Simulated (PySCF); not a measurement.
C6H9OS (charge +1).
Atom-mapped SMILES: `[CH2:1]=[C:2]1[CH2:3][O:4][C+:5]1[CH2:6][S:7][CH3:8]`

Definitions: NICS(0) = −σiso at the ring centroid; NICS(1) = −σiso and NICS(1)zz = −σzz at ±1 Å along the ring normal z. Level: GIAO PBE0/pcSseg-1 (PySCF, non-relativistic, gas phase) on the GFN2-xTB geometry, one conformer.

Ring bond lengths (Å), with Mayer bond orders in brackets: C2–C3 1.514 (1.04), C3–O4 1.453 (0.85), O4–C5 1.332 (1.12), C5–C2 1.460 (0.99).

Task: What do the NICS probes read (ppm)?

Result: 
```csv
ring,type,NICS(0),"NICS(1), two faces","NICS(1)zz, two faces",rms pucker (Å),"centre to ring atoms, mean (Å)"
C2–C3–O4–C5,4-membered ring with O; formal bonds all single,2.3,0.3 / -1.2,2.4 / -0.9,0.02,1.02
```

Task: What do they say, and how far can they be read as aromaticity?

Result: 
- C2–C3–O4–C5: mean NICS(1)zz 0.8 ppm, near zero. C3 has four or more neighbours; no verdict on aromaticity is drawn. The two faces differ by 3.3 ppm, so no symmetry operation interchanges them.

Task: At the first NICS(1) probe listed for ring C2–C3–O4–C5, 1 Å off the ring, what do the in-plane components average?

Result: The isotropic value is a third of the trace: (3 × 0.3 − (2.4))/2 = -0.8 ppm.

Task: How shielded are the nuclei of the rings and their hydrogens (means over atoms taken as equivalent)?

Result: 
```csv
atoms,environment,σ isotropic (ppm)
C2,carbon bonded to 3 C,44.6
C3,sp3 carbon bound to oxygen,101.6
O4,oxygen bonded to 2 C,141.5
C5,carbon bonded to 2 C and O,33.2
H on C3 (×2),methylene hydrogen,25.63
```

The values belong to the conformer `[CH2:1]=[C:2]1[CH2:3][O:4][C+:5]1[CH2:6][S:7][CH3:8]`: O4–C5–C6–S7 -97°, C5–C6–S7–C8 -96°.
